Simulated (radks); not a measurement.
Task: These are the eigenvalues of the occupied orbitals of an atom or ion with whole-number occupations (eV). All-electron calculation, scalar-relativistic Kohn-Sham, PBE, spin-polarised, spherical densities, finite nucleus; Fermi nuclear charge, rms radius of each element as measured or else 0.836 A^(1/3) + 0.57 fm. Program: a radial shooting solver on a logarithmic mesh with Libxc functionals.

orbital  eigenvalue
1s up     -3151.272
1s down   -3150.818
2s up     -327.0589
2s down   -326.6555
2p up     -260.1404
2p down   -259.5602
3s up      -51.6607
3s down    -49.0309
3p up      -36.4684
3p down    -33.9825

Which element is it, and in what charge state? The configuration may be excited. Open shells, if any, are filled with parallel spins first.

Result: Z = 18, argon, charge +2: Ar2+ in [Ne] 3s2 3p4. The list shows which subshells hold electrons but not how many an open one holds; the 1s level, -115.81 hartree, gives Z - s = 15.2 by -(Z - s)^2/2, which with screening and relativity narrows Z to a few neighbours, and the depths of the outer levels then fix element, charge and occupations together.
